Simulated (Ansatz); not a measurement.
CH4BClOS can be A, `SCOBCl`, or B, `COB(S)Cl`.

Gas-phase electronic energies from Ansatz, PBE0-D4/def2-TZVP geometries. CCSD(T)/CBS adds triple-zeta CCSD(T) − MP2 to the extrapolated MP2 energy (def2 sets, frozen cores). This one scheme is used for every species. Functionals use def2-TZVPP. B3LYP here is the variant with VWN-RPA as its local correlation; programs differ in this. One conformer a species, not always the lowest.

Which is lower in electronic energy at CCSD(T)/CBS, and by how much? (Estimate.)

The calculation gave: B, by 108.2 kJ/mol.

Give E(B) − E(A) in kJ/mol with PBE-D4, CCSD/def2-TZVPP, CCSD(T)/def2-TZVPP, ωB97M-V, HF/def2-TZVPP, MP2/def2-TZVPP, B3LYP. (Best estimate.)

Ansatz gave: PBE-D4 -108.0, CCSD/def2-TZVPP -107.2, CCSD(T)/def2-TZVPP -107.7, ωB97M-V -107.3, HF/def2-TZVPP -104.4, MP2/def2-TZVPP -112.2, B3LYP -104.3. None reverses the order clearly.

Largest T1 diagnostic: 0.013.

In def2-TZVPP, CCSD(T) changes the Hartree–Fock value by −3.3 kJ/mol (the triples alone add −0.5 kJ/mol) and MP2 by −7.7 kJ/mol.
